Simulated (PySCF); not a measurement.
SrCl, SMILES [Cl][Sr+], charge +1. Heavy atoms are numbered as in [Sr+:1][Cl:2].

Geometry: B3LYP-D3(BJ)/def2-TZVPD. The multiplicity is an assumed one; other spin states were not compared. The def2 effective core potentials stand for the cores of Sr; spin–orbit coupling is left out.

Method: M06-2X/def2-TZVPD run with PySCF.

Mulliken values depend strongly on the basis, most of all with diffuse functions as here. ESP charges are fitted to the potential on shells at 1.4 to 2.0 van der Waals radii. Atomic charges (e), one atom of each kind:

```
atom     ESP fit  Mulliken
----  ----------  --------
Sr1   (withheld)      1.69
Cl2   (withheld)     -0.69
```

Task: Some entries are withheld; supply them. (An estimate is asked for; the answer gives what the named calculation found.)

Result: 
- Sr1, ESP fit: 1.50
- Cl2, ESP fit: -0.50
